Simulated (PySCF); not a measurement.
ClNbO2, multiplicity 1. Atoms are numbered in the order given.

```xyz
4

Nb     0.3623    -0.2360     0.0000
O      1.1390     0.4525    -1.3737
O      1.1390     0.4525     1.3737
Cl    -1.9458     0.1433     0.0000
```

Geometry optimised at PBE-D3(BJ)/def2-SVP. The spin state was assumed, not searched. The def2 effective core potentials stand for the cores of Nb; spin–orbit coupling is left out.

Method: PBE-D3(BJ)/def2-SVP run with PySCF.

Frequencies are harmonic and unscaled.

| mode | ν (cm⁻¹) | IR (km/mol) | Raman (Å⁴/amu) | depolarisation | moving atoms (share of kinetic energy) |
|---|---|---|---|---|---|
| 1 | 143 | 36.2 | 0.5 | 0.75 | O 59 %, Nb 25 %, Cl 16 % |
| 2 | 163 | 2.2 | 4.2 | 0.75 | O 65 %, Cl 22 %, Nb 13 % |
| 3 | 323 | 10.3 | 3.3 | 0.62 | O 73 %, Cl 20 % |
| 4 | 411 | 50.1 | 5.7 | 0.16 | Cl 52 %, Nb 31 %, O 17 % |
| 5 | 951 | 181.5 | 9.5 | 0.75 | O 81 %, Nb 19 % |
| 6 | 985 | 88.7 | 35.0 | 0.06 | O 88 %, Nb 12 % |
